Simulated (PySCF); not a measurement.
Cl4HSi2, SMILES Cl[Si](Cl)[SiH](Cl)Cl (connectivity only; charge and spin as stated), charge +1, multiplicity 1.

Coordinates come from a B3LYP-D3(BJ)/def2-SVP optimisation. The multiplicity is an assumed one; no other spin state was optimised. The isomer is the one that the SMILES or the coordinates give; other isomers of the formula were not compared. One conformer was computed; it need not be the lowest.

Two levels are set side by side: TDDFT-PBE/def2-SVPD (PySCF) and TDDFT-LC-ωPBE/def2-SVPD (PySCF). Vertical, same geometry. The lowest singlet is HOMO→LUMO 93 % with PBE and HOMO→LUMO 89 % with the other functional; states are paired by order. Differences are taken from unrounded values.

| quantity | TDDFT-LC-ωPBE | TDDFT-PBE | TDDFT-PBE minus TDDFT-LC-ωPBE |
|---|---|---|---|
| lowest singlet excitation (eV) | 4.62 | 3.49 | -1.12 |
| lowest triplet excitation (TDA) (eV) | 3.71 | 2.96 | -0.76 |
| first bright state (f over 0.05) (eV) | 6.82 | 5.11 | -1.71 |
| its oscillator strength | 0.31 | 0.11 | -0.19 |

Functionals without exact exchange tend to place singlet excitations lower, as here. Differences between two approximate levels are no errors against the true value.

Rough cost on one machine, each run with all the roots and properties that it gave: TDDFT-LC-ωPBE against TDDFT-PBE about 6 times.
